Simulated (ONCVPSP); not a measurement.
## LDA (Perdew-Wang 92) ONCV dataset for Ga (Z = 31), scalar-relativistic all-electron reference.

ONCVPSP 4.0.1 input, shortened (lines: element, Z, core and valence counts, functional; n l f; lmax; l rc ep ncon nbas qcut; lloc lpopt rc5 dvloc0; l nproj debl; icmod fcfact rcfact), LDA (Perdew-Wang 92), scalar-relativistic:

```
  Ga 31.00    5    3  -001012      upf
    1    0    2.00
    2    0    2.00
    2    1    6.00
    3    0    2.00
    3    1    6.00
    3    2   10.00
    4    0    2.00
    4    1    1.00
    2
    0    1.50    0.00    4    7    5.30
    1    2.35    0.00    5    8    3.70
    2    1.35    0.00    4    8   13.60
    4    5    1.05    6.00
    0    2    3.40
    1    3    1.10
    2    2    1.80
    0    0.00    0.00
```

All-electron outer shells of the reference configuration (LDA (PZ), scalar-relativistic, ld1.x):

```
shell  level (eV)  outermost node (bohr)  outermost maximum (bohr)
   3s     -147.43                   0.27                      0.56
   3p      -98.65                   0.24                      0.56
   3d      -19.40                      –                      0.53
   4s       -9.17                   0.81                      1.87
   4p       -2.74                   0.87                      2.53
```

Calculated quality:

- Cutoffs needed: 66 Ha and 75 Ha (the cutoffs (Ha) at which the residual kinetic energy of the hardest occupied pseudo-wave falls to 1 and 0.1 mHa per electron)
- Ghost test: ghosts flagged at negative energy: s at -253.6 eV; GHOST(+) flags only above 600 eV; a true bound ghost makes a file unfit for plane-wave use
- Configuration tests: 1 of 4 tests not solved or not reliable

Generation and tests took about 5 s on one core of a shared server CPU.
